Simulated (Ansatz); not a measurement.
Geometry optimisation, RKS PBE-D4/def2-SVP (Ansatz 0.2.0).

Input file:

```yaml
crystal:
  periodic: [false, false, false]
  atoms:
    - { symbol: O, position_ang: [-0.9767, 0.90582, -1.08283] }
    - { symbol: Si, position_ang: [0.13557, 0.69194, 0.08307] }
    - { symbol: B, position_ang: [1.10127, -0.92924, 0.1046] }
    - { symbol: O, position_ang: [-0.05771, -1.05359, 0.68726] }
    - { symbol: H, position_ang: [-1.89436, 0.66215, -0.95696] }
    - { symbol: H, position_ang: [-0.28155, 1.37587, 1.29969] }
    - { symbol: H, position_ang: [1.97349, -1.65296, -0.13483] }
basis:
  gaussian: { orbitals: def2-SVP }
hamiltonian:
  xc: pbe
  dispersion: d4
relax:
  f_tol: 0.015
  max_steps: 40
```

Run as:

```bash
$ ansatz run input.yaml --threads 1 --pin off --max-ram 2048MiB --backend cpu --events-out ev --progress --plain --runs-dir out
```

Where does it end, and by what steps?

The run converged. After 10 steps the energy has fallen by 0.272 eV; H5 moved furthest, 0.44 Å.

```json
{"step": "0", "energy less start (eV)": "0.0000", "largest force component (eV/Å)": "1.490", "accepted": "yes"}
{"step": "1", "energy less start (eV)": "-0.1873", "largest force component (eV/Å)": "0.694", "accepted": "yes"}
{"step": "2", "energy less start (eV)": "-0.2272", "largest force component (eV/Å)": "1.105", "accepted": "yes"}
{"step": "3", "energy less start (eV)": "-0.2166", "largest force component (eV/Å)": "0.904", "accepted": "no"}
{"step": "4", "energy less start (eV)": "-0.2597", "largest force component (eV/Å)": "0.310", "accepted": "yes"}
{"step": "5", "energy less start (eV)": "-0.2678", "largest force component (eV/Å)": "0.382", "accepted": "yes"}
{"step": "6", "energy less start (eV)": "-0.2711", "largest force component (eV/Å)": "0.064", "accepted": "yes"}
{"step": "7", "energy less start (eV)": "-0.2712", "largest force component (eV/Å)": "0.120", "accepted": "yes"}
{"step": "8", "energy less start (eV)": "-0.2719", "largest force component (eV/Å)": "0.029", "accepted": "yes"}
{"step": "9", "energy less start (eV)": "-0.2720", "largest force component (eV/Å)": "0.015", "accepted": "yes"}
{"step": "10", "energy less start (eV)": "-0.2720", "largest force component (eV/Å)": "0.007", "accepted": "yes"}
```

```xyz
7
Properties=species:S:1:pos:R:3
O -1.087 0.762 -1.171
Si 0.004 0.532 0.074
B 1.202 -0.961 0.114
O 0.020 -1.173 0.721
H -1.962 1.098 -0.904
H -0.339 1.421 1.234
H 2.163 -1.678 -0.068
```

Whether the end is a true minimum wasn't checked by a vibrational analysis.

Run time: 13 s on 1 thread of Intel(R) Xeon(R) 6975P-C (Granite Rapids), on a shared host, peak memory 0.15 GiB.
